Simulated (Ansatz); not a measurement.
Two isomers of C2H6GeOSi: A = `[SiH3]C#C[O][GeH3]`, B = `[OH][GeH2][C]#C[SiH3]`.

Computed with Ansatz on PBE0-D4/def2-TZVP structures; ΔE is electronic, products minus reactants. CBS: MP2 limit from def2 TZ/QZ plus the TZ coupled-cluster correction, frozen cores. DFT in def2-TZVPP. B3LYP here is the variant with VWN-RPA as its local correlation; programs differ in this. For Ge outer-core shells are correlated without core-valence functions, which leaves a few kJ/mol of doubt a bond. Scalar relativity is left out up to krypton. One conformer a species, not always the lowest.

A:

```xyz
11

Si   -1.683    1.522   -1.484
C    -0.310    0.857   -0.526
C     0.625    0.426    0.115
O     1.618   -0.017    0.790
Ge    1.508   -1.708    1.482
H    -2.514    0.414   -2.026
H    -1.179    2.334   -2.622
H    -2.550    2.384   -0.638
H     1.334   -2.651    0.290
H     2.850   -1.853    2.196
H     0.301   -1.709    2.424
```

B:

```xyz
11

O    -2.221   -0.450   -2.192
Ge   -2.192   -0.189   -0.436
C    -0.380   -0.060    0.142
C     0.777    0.035    0.497
Si    2.517    0.169    1.033
H    -1.676    0.182   -2.666
H    -2.906    1.121   -0.068
H    -2.863   -1.424    0.162
H     3.130    1.366    0.407
H     2.562    0.298    2.509
H     3.254   -1.048    0.612
```

Task: Which isomer does CCSD(T)/CBS put lower? Give the gap. (An estimate is asked.)

Result: Computed: B, by 22.7 kcal/mol.

Task: Give E(B) − E(A) in kcal/mol with B3LYP, PBE-D4, HF/def2-TZVPP, ωB97M-V, MP2/def2-TZVPP, CCSD/def2-TZVPP, r2SCAN-D4. (Estimate.)

Result: Computed: B3LYP -17.5, PBE-D4 -16.1, HF/def2-TZVPP -19.8, ωB97M-V -19.5, MP2/def2-TZVPP -23.4, CCSD/def2-TZVPP -22.5, r2SCAN-D4 -17.5. None reverses the order clearly.

Largest T1 diagnostic: 0.013.

From PBE to PBE0 (25 % exact exchange), in def2-TZVPP and without D4, E(B) − E(A) moves by −1.1 kcal/mol. In def2-TZVPP, CCSD(T) changes the Hartree–Fock value by −2.7 kcal/mol (the triples alone add +0.0 kcal/mol) and MP2 by −3.6 kcal/mol.
